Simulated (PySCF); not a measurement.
## [Nd(NH2)4]− at several levels of theory

Computed with PySCF 2.14.0 (density fitting, no spin-orbit coupling) at the geometry relaxed with PBE0:

```xyz
13
[Nd(NH2)4]− (singlet in the valence; each metal's 4f electrons, 3 of them, lie in its core potential, out of spins and levels)
Nd   -0.0001    0.0000    0.0000
N     1.3945    1.2553    1.3645
H     1.3673    1.4442    2.3670
H     2.2619    1.6825    1.0320
N    -1.3948   -1.3645    1.2552
H    -2.2613   -1.0319    1.6831
H    -1.3676   -2.3670    1.4443
N     1.3945   -1.2553   -1.3645
H     2.2619   -1.6825   -1.0320
H     1.3673   -1.4442   -2.3670
N    -1.3948    1.3645   -1.2552
H    -1.3676    2.3670   -1.4443
H    -2.2613    1.0319   -1.6831
```

```json
{"level": "PBE0", "basis": "Nd lcecp-1-SVP with ECP49, N def2-SVP, H def2-SVP", "state": "singlet", "HOMO (eV)": "-1.10", "gap (eV)": "4.79", "charge on Nd1 (e)": "0.66", "population of f-type functions on Nd1 (polarisation alone where 4f lies in the core)": "0.07", "dipole about the centre of mass (D)": "0.00", "largest force component (eV/Å)": "0.01"}
{"level": "HF", "basis": "the same", "state": "singlet", "HOMO (eV)": "-4.56", "gap (eV)": "9.88", "charge on Nd1 (e)": "1.23", "population of f-type functions on Nd1 (polarisation alone where 4f lies in the core)": "0.07", "dipole about the centre of mass (D)": "0.00", "largest force component (eV/Å)": "0.79"}
{"level": "TPSSh", "basis": "the same", "state": "singlet", "HOMO (eV)": "-0.33", "gap (eV)": "3.85", "charge on Nd1 (e)": "0.64", "population of f-type functions on Nd1 (polarisation alone where 4f lies in the core)": "0.06", "dipole about the centre of mass (D)": "0.00", "largest force component (eV/Å)": "0.20"}
```

In the lcecp rows the 4f levels are missing from HOMO and gap, and the state counts the valence alone.

Charges are Mulliken's, which hang on the basis. The relaxation used the grid (50, 194), these runs (75, 302) or, all-electron (x2c bases, spin-free X2C Hamiltonian), (99, 590).

What does PBE0 with Nd lcecp-1-TZVP with ECP49, N def2-TZVP, H def2-TZVP give here?

state singlet, HOMO (eV) -1.43, gap (eV) 4.91, charge on Nd1 (e) 1.53, population of f-type functions on Nd1 (polarisation alone where 4f lies in the core) 0.08, dipole about the centre of mass (D) 0.00, largest force component (eV/Å) 0.33. Time: 41 s on 2 threads of Arm Neoverse V1 (shared host), from free ions and atoms.

In the first row's basis the gap widens with exact exchange: 3.8 to 4.8 eV for TPSSh, PBE0 (a fixed share); 9.9 eV for Hartree–Fock (rising or full at long range).

An lcecp potential fixes the number of 4f electrons, so in runs with it no electron can move into or out of that shell.
